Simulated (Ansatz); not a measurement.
`C[CH2][Sn][OH]` + HCl → `[OH][Sn][Cl]` + ethane at 400 K and 1 bar (ligand exchange at the Sn–C bond).

Computed with Ansatz on PBE0-D4/def2-TZVP structures; ΔE is electronic, products minus reactants. CCSD(T)/CBS is the MP2 limit (def2-TZVPP, def2-QZVPP) plus CCSD(T) − MP2 in def2-TZVPP, frozen cores. This one scheme is used for every species. Elements past krypton have def2 core potentials. For Sn outer-core shells are correlated without core-valence functions, which leaves a few kJ/mol of doubt a bond. One conformer a species, not always the lowest.

```json
{"species": "`C[CH2][Sn][OH]`", "CCSD(T)/CBS energy (Eh)": "-368.93756", "H − E (kJ/mol)": "232.5", "S (J/(mol·K))": "371.1"}
{"species": "HCl", "CCSD(T)/CBS energy (Eh)": "-460.38127", "H − E (kJ/mol)": "29.6", "S (J/(mol·K))": "195.4"}
{"species": "`[OH][Sn][Cl]`", "CCSD(T)/CBS energy (Eh)": "-749.66523", "H − E (kJ/mol)": "57.1", "S (J/(mol·K))": "323.3"}
{"species": "`CC`", "CCSD(T)/CBS energy (Eh)": "-79.71954", "H − E (kJ/mol)": "213.5", "S (J/(mol·K))": "244.3"}
```

H − E and S are ideal-gas, rigid-rotor, harmonic terms from PBE0-D4/def2-TZVP, for one conformer and one mirror image of each species. 1 Eh = 2625.50 kJ/mol, R = 8.31446 J/(mol·K).

Q: By hand: ΔE, ΔH, ΔS and ΔG.

A: ΔE = (-749.66523) + (-79.71954) − (-368.93756) − (-460.38127) = -0.06594 Eh = -173.1 kJ/mol. Δ(H − E) = 57.1 + 213.5 − 232.5 − 29.6 = 8.5, so ΔH = -164.6 kJ/mol. ΔS = 323.3 + 244.3 − 371.1 − 195.4 = 1.1 J/(mol·K). ΔG = -164.6 − 400 × (1.1)/1000 = -165.0 kJ/mol.

Q: By hand: the equilibrium constant, and the temperature at which ΔG would vanish if ΔH and ΔS stayed fixed.

A: log₁₀ K = −ΔG/(RT ln 10) = 21.5. ΔH and −TΔS have one sign here, so there is no such temperature.

The number of gas molecules stays the same, so ΔS is small and ΔH decides. A doubt of 5 kJ/mol in ΔE shifts log₁₀ K by 0.7 here. Other conformers and mirror images would add mixing entropy, several J/(mol·K) or more a flexible species. These are equilibria of isolated gas molecules and say nothing of rates. Largest T1 diagnostic: 0.017 (customary marks: 0.02 for closed shells, 0.045 for open ones).

ΔS is within the doubt of such terms, so its sign, and with it that verdict, could turn.
